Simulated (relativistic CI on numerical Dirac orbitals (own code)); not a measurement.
**Lu XXXIX: sensitivity of the levels to the model**

Base calculation: Dirac-Coulomb-Breit CI, orbitals from a KLI potential per configuration, model QED (radiative potential, 1s self-energy scaled to tabulated hydrogen-like ionisation energies), unscaled Slater integrals.

CI space (outside the closed core [Ar] 3d10): 4s2.4p3, 4s.4p4, 4s2.4p2.4d, 4p5, 4s.4p3.4d, 4s2.4p2.4f, 4s.4p3.4f, 4p4.4d, 4s.4p2.4d2, 4s2.4p.4d.4f, 4p4.4f, 4p3.4d.4f, 4s.4p2.4f2, 4s2.4p2.5s, 4p4.5s, 4s2.4p2.5p, 4s.4p2.4d.5s, 4s2.4p.4f.5s, 4s.4p3.5s, 4s2.4p2.5d, 4s.4p3.5p, 4s2.4p2.5f, 4s2.4p2.5g, 4s.4p3.5d, 4p3.4f.5s, 4s.4p3.5f, 4s2.4p2.6s, 4s2.4p.4d2, 4s2.4d3, 4s.4p.4d3, 4s2.4d2.4f, 4s.4p.4d2.4f, 4s2.4d2.5s, 4p3.4d2, 4p2.4d3, 4p2.4d2.4f, 4p2.4d2.5s, 4s2.4p.4f2, 4s2.4d.4f2, 4s.4p.4d.4f2, 4s2.4f3, 4s.4p.4f3, 4s2.4f2.5s, 4p3.4f2, 4p2.4d.4f2, 4p2.4f3, 4p2.4f2.5s, 4s.4p2.4d.4f, 4s.4p.4d.4f.5s, 4s2.4p.4d.5s, 4s.4p.4d2.5s, 4s2.4d.4f.5s, 4s2.4d.5s2, 4p3.4d.5s, 4p2.4d.4f.5s, 4p2.4d.5s2, 4s.4p2.4f.5s, 4s.4p.4f2.5s, 4s.4p.4f.5s2, 4s2.4p.5s2, 4s.4p.4d.5s2, 4s2.4f.5s2. Double excitations out of closed p, d and f shells are left out; levels of such configurations are missing from the list, as are those of other unlisted configurations, and high levels can miss mixing partners. These lack a partner that the ground configuration has and come out too high: 4s2.4p2.5p, 4s2.4p2.5d, 4s.4p3.5p, 4s2.4p2.5f, 4s2.4p2.5g.

Variants: (1) only the first 3 configurations. Shifts of the energy above 4s2.4p3 2P°_3/2, in cm⁻¹, for the lowest level and the first level of each name with at least 55 % of one term (blank where a level changes its place among those of its configuration and J or its character, or is not in the variant):

```tsv
Level	Base	Δ(1)
4s2.4p3 2P°_3/2	0	0
4s2.4p3 2D°_5/2	608117	+3655
4s2.4p3 2P°_1/2	661353	+6665
4s2.4p2.4d 4D_1/2	1721138	-4033
4s2.4p2.4d 2G_9/2	1894650	-2660
4s2.4p2.4d 4F_9/2	2483009	+1249
```

At this charge energies of transitions that change n are usually good to better than 1 %, and those within a shell (Δn = 0) to a few per cent.

Ionisation energy from the two ground configurations alone: base 1746.88 eV. The NIST ASD value (theoretical) is 1747 eV.

LS names give the leading component of a level, which can be under half, so a name can repeat, a term be missing and a line seem to break the LS rules.
